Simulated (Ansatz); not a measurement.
The cluster BeI2⁺, relaxed as a doublet with UKS B3LYP-D4/def2-TZVP in Ansatz, starting from the GFN2-xTB geometry. Force threshold 0.02 eV/Å.

In the def2 sets I takes a core potential; there is no spin–orbit coupling. The relaxation made no stability test and no search for a lower SCF solution. The structure comes from a short search, and lower isomers may exist.

Start:

```xyz
3

Be    0.0007    0.0013   -0.0014
I    -2.1869    0.4488   -0.0810
I     2.1862   -0.4501    0.0824
```

```
step  energy (eV)  largest force component (eV/Å)  SCF passes
   1  -16602.2556                           0.356          18
   2  -16602.2729                           0.153          24
   3  -16602.2762                           0.006          24
```

Force components are those of the run's own axes.

End:

```xyz
3

Be    0.000    0.001   -0.001
I    -2.144    0.440   -0.080
I     2.143   -0.441    0.080
```

By distances, no bond broke or formed. The bond that changes most is Be1–I2, from 2.23 to 2.19 Å (atoms count from 1).

No frequencies were taken in this run, so the end may be a saddle point.

It took 3.8 s on 4 threads of Intel Xeon Platinum 8488C on a shared host.
